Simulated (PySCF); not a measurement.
Compound: NiCl2 (triplet state).
SMILES: `[Cl][Ni][Cl]`

The calculation used PBE0-D3(BJ)/def2-SVP geometry optimisation, gas phase in PySCF 2.14.0.

Masses are those of the commonest isotopes; rigid-rotor values at the optimised geometry. 

Q: What are the moment of inertia and the rotational constant?

A: I = 301.396 u·Å², B = 505379 MHz·u·Å²/I = 1677 MHz (0.0559 cm⁻¹, or 0.080 K as hB/k).

Q: List the first levels of a rigid rotor in a Σ state.

A: E(J) = BJ(J+1): J = 1: 0.112, J = 2: 0.336, J = 3: 0.671, J = 4: 1.119, J = 5: 1.678, J = 6: 2.349 cm⁻¹. For this open shell read J as N, the rotation without spin; fine and hyperfine splittings come on top.

Q: Has it a pure rotational spectrum?

A: Not by electric dipole: D∞h allows no dipole (computed 0.00 D). Rotational Raman lines (ΔJ = 2) lie at B(4J + 6), spaced by 4B = 0.224 cm⁻¹, with nuclear-spin weights that differ between even and odd J.

Q: Estimate the classical rotational partition function at 10 K, 50 K and 500 K.

A: Point group D∞h, symmetry number σ = 2; q = kT/(σhB), k/h = 20836.6 MHz/K: 62.1 at 10 K, 311 at 50 K, 3110 at 500 K.

Stationary, but not proved a minimum. ⟨S²⟩ = 2.004 (exact for a triplet: 2.00). No vibrational averaging or centrifugal distortion is included, and the geometry carries the error of its method.

Time: 46 s wall; peak memory 0.30 GiB. Hardware: one thread, Arm Neoverse V1 (aarch64), no GPU, shared host with 32 logical CPUs at a one-minute load of 18. These figures are those of the optimisation.
